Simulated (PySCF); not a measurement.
SMILES C(C)C(=O)[CH2] (C₄H₇O), doublet, CAM-B3LYP/def2-SVP optimised geometry.

```
12

C     -1.40    -1.15     0.00
C     -0.72     0.13     0.00
O     -1.36     1.17     0.00
C      0.80     0.13     0.00
C      1.39     1.52     0.01
H     -0.86    -2.09     0.00
H     -2.49    -1.15     0.00
H      1.14    -0.46     0.87
H      1.14    -0.45    -0.88
H      2.49     1.48     0.00
H      1.06     2.09    -0.87
H      1.07     2.09     0.89
```

Density from unrestricted CAM-B3LYP/def2-TZVP (PySCF) at that geometry.

Minimum of the electron density along straight lines between bonded atoms, close to the bond critical point (lines longer than 1.1 times the sum of covalent radii, or with two minima, are not listed):

| bond | length / Å | ρ at the minimum / e bohr⁻³ | ∇²ρ there / e bohr⁻⁵ | position (fraction from the first atom) |
|---|---|---|---|---|
| C1–C2 | 1.443 | 0.297 | -0.87 | 0.50 |
| C2–O3 | 1.226 | 0.410 | -0.30 | 0.34 |
| C2–C4 | 1.520 | 0.259 | -0.68 | 0.52 |
| C4–C5 | 1.518 | 0.250 | -0.64 | 0.51 |
| C1–H6 | 1.092 | 0.280 | -0.99 | 0.65 |
| C1–H7 | 1.092 | 0.282 | -1.00 | 0.66 |
| C4–H8 | 1.104 | 0.271 | -0.91 | 0.64 |
| C4–H9 | 1.104 | 0.271 | -0.91 | 0.64 |
| C5–H10 | 1.099 | 0.273 | -0.93 | 0.64 |
| C5–H11 | 1.099 | 0.275 | -0.94 | 0.64 |
| C5–H12 | 1.099 | 0.275 | -0.93 | 0.64 |
